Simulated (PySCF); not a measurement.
Beryllium: a sound run and one with changed settings

Sound run: Be⁺ [He] 2s1, Be²⁺ 1s2. Calculation: PySCF 2.14, in 6-31G* (3s2p1d, 14 functions); no relativity, point nucleus. The sound run starts from symmetry-adapted Hartree-Fock orbitals and uses a fine grid where one is needed.

Changed run: radial step 0.8 in ln r (0.13 in the sound run). This setting is unsound on purpose.

```tsv
species	method	sound run (hartree)	changed run (hartree)	converged
Be⁺	UHF	-14.27541	-14.27541	yes
Be⁺	BP86	-14.32179	-14.32144	yes
Be⁺	LDA	-14.11168	-14.10932	yes
Be²⁺	UHF	-13.60974	-13.60974	yes
Be²⁺	BP86	-13.64678	-13.64912	yes
Be²⁺	LDA	-13.44225	-13.44426	yes
```

Ionisation energy of Be⁺:

| method | sound run (eV) | changed run (eV) |
| --- | --- | --- |
| UHF | 18.114 | 18.114 |
| BP86 | 18.368 | 18.295 |
| LDA | 18.216 | 18.097 |

A coarse radial grid mis-integrates the density and the exchange-correlation energy, with errors of either sign; Hartree-Fock needs no grid.

For comparison, NIST gives 18.211 eV between the lowest levels.
